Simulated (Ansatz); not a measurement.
Reactions of CH7FO3Si2 (`C[SiH](O)O[SiH](O)F`).

Program: Ansatz. Geometries: PBE0-D4/def2-TZVP. ΔE: electronic, gas phase. CCSD(T)/CBS adds triple-zeta CCSD(T) − MP2 to the extrapolated MP2 energy (def2 sets, frozen cores). This one scheme is used for every species. DFT in def2-TZVPP. def2 core potentials past Kr. For Ge, I outer-core shells are correlated without core-valence functions, which leaves a few kJ/mol of doubt a bond. Scalar relativity is left out up to krypton. Each species was taken in one conformer, which may not be the lowest.

```csv
reaction,B2PLYP (eV),CCSD/CBS(def2) (eV),PBE-D4 (eV),MP2/CBS(def2) (eV),CCSD(T)/CBS(def2) (eV)
`C[Si@H](O)O[Si@@H](O)F` + HI → `O[SiH](F)I` + `C[SiH](O)O`,0.59,0.60,0.44,0.48,0.58
`C[Si@H](O)O[Si@@H](O)F` + H₂ → `C[SiH](O)O[SiH2]O` + H–F,1.56,1.53,1.48,1.57,1.54
`C[Si@H](O)O[Si@@H](O)F` + `[NH2][GeH2][OH]` → `[OH][GeH2][NH][SiH](O)F` + `C[SiH](O)O`,0.45,0.46,0.38,0.43,0.44
`C[Si@H](O)O[Si@@H](O)F` + H₂O → `O[SiH](O)O[SiH](O)F` + CH₄,-1.25,-1.18,-1.08,-1.16,-1.16
`C[Si@H](O)O[Si@@H](O)F` + CH₃NH₂ → `CN[SiH](C)O` + `O[SiH](O)F`,0.72,0.73,0.66,0.70,0.72
`C[Si@H](O)O[Si@@H](O)F` + CH₃OH → `CO[SiH](O)F` + `C[SiH](O)O`,0.20,0.24,0.23,0.23,0.24
`C[Si@H](O)O[Si@@H](O)F` + HCl → `C[Si@@H](O)O[Si@H](O)Cl` + H–F,0.59,0.54,0.44,0.45,0.51
`C[Si@H](O)O[Si@@H](O)F` → `O[SiH](O)C[SiH](O)F`,1.16,1.16,0.96,1.11,1.12
`C[Si@H](O)O[Si@@H](O)F` + `[NH2][GeH3]` → `O[SiH](F)[NH][GeH3]` + `C[SiH](O)O`,0.60,0.60,0.56,0.58,0.60
`C[Si@H](O)O[Si@@H](O)F` + H₂O → `C[SiH](O)O[SiH](O)O` + H–F,0.48,0.47,0.46,0.45,0.46
```

Largest T1 diagnostic: 0.012, for `[OH][GeH2][NH][SiH](O)F`.
